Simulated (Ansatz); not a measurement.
Ansatz (a program for electronic structure) input:

Ansatz 0.2 input:
```yaml
crystal:
  periodic: [false, false, false]
  atoms:
    - {symbol: Si, position_ang: [-2.29980757, 0.63288209, -1.06195154]}
    - {symbol: Si, position_ang: [-1.24487293, -1.38070664, -0.49028104]}
    - {symbol: Si, position_ang: [0.08468056, -1.03683830, 1.41061792]}
    - {symbol: Si, position_ang: [1.35013160, 0.89949745, 1.05045677]}
    - {symbol: Cl, position_ang: [2.15031520, 0.78021811, -0.86707089]}
    - {symbol: H, position_ang: [-3.16131704, 0.47042469, -2.25777742]}
    - {symbol: H, position_ang: [-3.13902658, 1.09187751, 0.07222660]}
    - {symbol: H, position_ang: [-1.27569289, 1.66710273, -1.33962908]}
    - {symbol: H, position_ang: [-0.38034054, -1.83533828, -1.60646749]}
    - {symbol: H, position_ang: [-2.25827450, -2.43279264, -0.22015382]}
    - {symbol: H, position_ang: [-0.76816408, -0.82608057, 2.60930745]}
    - {symbol: H, position_ang: [0.99027620, -2.18427053, 1.66814622]}
    - {symbol: H, position_ang: [2.47784755, 1.06926052, 1.99338158]}
    - {symbol: H, position_ang: [0.49749062, 2.10842436, 1.09738136]}
basis:
  gaussian:
    orbitals: def2-TZVPD
hamiltonian:
  xc: {name: r2SCAN}
output: {forces: true}
```

**Question.** What final total energy does it print?

**Answer.** -1623.53299 Eh (r2SCAN/def2-TZVPD). The basis has 299 functions.
